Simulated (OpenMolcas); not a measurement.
# Ga II: from CASSCF to CASPT2

* Program: OpenMolcas
* Basis: ANO-RCC [10s9p7d5f2g]
* Scalar Hamiltonian: DKH2, point nucleus
* Active space: 2 electrons in 8 orbitals (4s 4p 5s 5p)
* State averaging: 2S+1 = 3 even, 3 roots; 2S+1 = 1 even, 7 roots; 2S+1 = 3 odd, 3 roots; 2S+1 = 1 odd, 3 roots
* Spin-orbit coupling: state interaction with AMFI integrals over the reference wave functions, term energies averaged over their components

Methods on the same reference wave functions:
A. CASSCF
B. SS-CASPT2, IPEA 0.25 Eh, imaginary shift 0.1 Eh (closed shells correlated: 3d)
C. MS-CASPT2, IPEA 0.25 Eh, imaginary shift 0.1 Eh (closed shells correlated: 3d)

Energies in cm-1 above 4s2 1S0, the measured ground level; measured values from NIST Handbook of Basic Atomic Spectroscopic Data.

```json
{"Level": "4s2 1S0", "A": "0.0", "B": "0.0", "C": "0.0", "Measured": "0.0"}
{"Level": "4s 4p 3P* 0", "A": "44168", "B": "46230", "C": "46320", "Measured": "47368"}
{"Level": "4s 4p 3P* 1", "A": "44548", "B": "46610", "C": "46700", "Measured": "47814"}
{"Level": "4s 4p 3P* 2", "A": "45327", "B": "47390", "C": "47480", "Measured": "48750"}
{"Level": "4s 4p 1P* 1", "A": "75124", "B": "70430", "C": "70510", "Measured": "70701"}
```

Deviations, from unrounded energies. A percentage is the sum of absolute deviations over the sum of measured energies, with the sign that they share, or ± where signs differ.

```csv
Against measurement,Levels,A,B,C
mean absolute deviation (cm-1),4,3600,990,910
other configurations (%),4,±6.7,-1.9,-1.7
```

C lies closest to measurement on these levels and A furthest from it. The largest miss of C in the table is 4s 4p 3P* 2, by -1300 cm-1. The ranking rests on the paired levels alone, and a cruder setting can come out closer through cancelling errors.

Between B and C the level of the table that moves most is 4s 4p 1P* 1, by 85 cm-1 (lowest in B, highest in C). Moves below CASPT2's spread within the term are not significant.

The lowest spin-free term lies below A's lowest term by 0.470 hartree in B, 0.470 hartree in C.

Over all roots computed the reference weight is 0.88 to 0.96 in B, 0.88 to 0.96 in C; the roots of lowest weight are the least certain, and an intruder state may touch them. The run also gave levels led by 4s 5s, which use shells meant for correlation; these and all levels above them are left out. Without dynamic correlation excited terms often stand tens of per cent too high (terms of higher spin than the ground term too low), and those without a measured partner can miss by more than the paired ones (holds for A). Measured partners are found by configuration, term and J. A level has none where our copy of the source lacks it or the pairing is in doubt (some pairs that miss far off the trend of their configuration count as doubtful), and it then counts in no deviation. Only configurations of the active space appear. The table leaves out levels that lie high or whose names do not pair safely across all columns.

* marks odd parity.
